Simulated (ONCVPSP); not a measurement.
## Sr (Z = 38), ONCV: configuration errors across variants

ONCVPSP 4.0.1 input, shortened (lines: element, Z, core and valence counts, functional; n l f; lmax; l rc ep ncon nbas qcut; lloc lpopt rc5 dvloc0; l nproj debl; icmod fcfact rcfact), PBE, scalar-relativistic:

```
  Sr 38.00    6    4        4      upf
    1    0    2.00
    2    0    2.00
    2    1    6.00
    3    0    2.00
    3    1    6.00
    3    2   10.00
    4    0    2.00
    4    1    6.00
    4    2    1.00
    5    0    1.00
    2
    0    2.25    0.00    3    6    6.60
    1    2.00    0.00    5    8    8.60
    2    3.50    0.00    5   10    4.90
    4    5    1.95    0.00
    0    2    1.10
    1    2    1.20
    2    3    3.70
    3    4.50    1.70
```

All-electron excitation energies from the reference (eV): (1) 4s2 4p6 4d0 5s2 -2.325; (2) 4s2 4p6 4d0 5s1 3.561; (3) 4s2 4p6 4d0.5 5s1.5 -1.179.

1 further variants failed, have other tests or too few solved ones, and are left out.

Errors AE − PS in meV (a dash: test not solved or not reliable):

| change | (1) | (2) | (3) | bound ghosts | GHOST(+) flags above zero |
| --- | --- | --- | --- | --- | --- |
| base | +2.4 | +4.6 | +0.9 | none | none |
| s: qcut 4.5; p: qcut 5.9; d: qcut 3.4 | +10 | +17 | +2.1 | none | d |
| s: qcut 5.2; p: qcut 6.8; d: qcut 3.9 | +6.3 | +11 | +1.2 | none | d |
| s: qcut 7.2; p: qcut 9.3; d: qcut 5.3 | +1.7 | +3.6 | +0.8 | none | none |
| s: qcut 8.1; p: qcut 10.6; d: qcut 6 | +1.3 | +2.8 | +0.6 | none | s |
| s: qcut 9; p: qcut 11.7; d: qcut 6.7 | +2.6 | +4.5 | +0.9 | none | s |

Question: Give the same row for: s: qcut 6; p: qcut 7.8; d: qcut 4.4.

Answer: +4.1, +6.9, +0.7; bound ghosts: none; GHOST(+) flags above zero: d.
